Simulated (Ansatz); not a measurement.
A structure relaxed at PBE-D4/def2-SVP in Ansatz, charge 0, singlet:

```tsv
atom	x (Å)	y (Å)	z (Å)
S1	-1.882	2.234	-1.399
Zn2	-0.679	0.775	-2.837
Zn3	2.354	1.831	0.264
S4	1.630	0.328	-1.432
S5	-1.987	-1.133	-2.292
Zn6	2.240	-1.856	-0.712
Zn7	-2.053	1.993	0.959
S8	0.505	1.325	1.674
S9	-3.122	-0.126	0.846
Zn10	-2.181	-2.081	-0.122
Zn11	0.997	-0.754	2.722
S12	0.401	-2.008	0.790
H13	0.778	3.322	-0.784
H14	-1.246	3.426	-1.551
H15	0.064	1.107	-4.174
H16	1.420	3.748	-0.688
H17	3.660	2.634	0.479
H18	2.572	0.552	-2.388
H19	-1.418	-2.128	-3.023
H20	0.596	-2.539	-2.338
H21	1.210	-2.994	-2.476
H22	3.493	-2.735	-0.943
H23	-2.190	3.106	2.051
H24	0.729	2.188	2.704
H25	-3.289	-0.467	2.152
H26	-1.379	-0.786	3.124
H27	-2.401	-3.578	0.278
H28	1.684	-1.130	4.057
H29	-1.061	-0.977	3.806
H30	0.557	-3.278	1.254
```

**Question.** Give its formula and point group.

**Answer.** Zn₆H₁₈S₆. Point group C3v (tolerance 0.1 Å).

**Question.** Summarise the bond lengths by kind (pairs closer than 1.2 times the sum of covalent radii, bridged metal pairs left out).

**Answer.** 12 × S–Zn 2.38 Å; 6 × H–S 1.36 Å; 6 × H–Zn 1.55 to 1.57 Å.

In the singlet geometry the species has come apart into loosely held pieces. In the singlet, H20 and H21 lie 0.78 Å apart, H26 and H29 lie 0.78 Å apart, H13 and H16 lie 0.78 Å apart (atoms count from 1), so H2 has formed as a molecule.
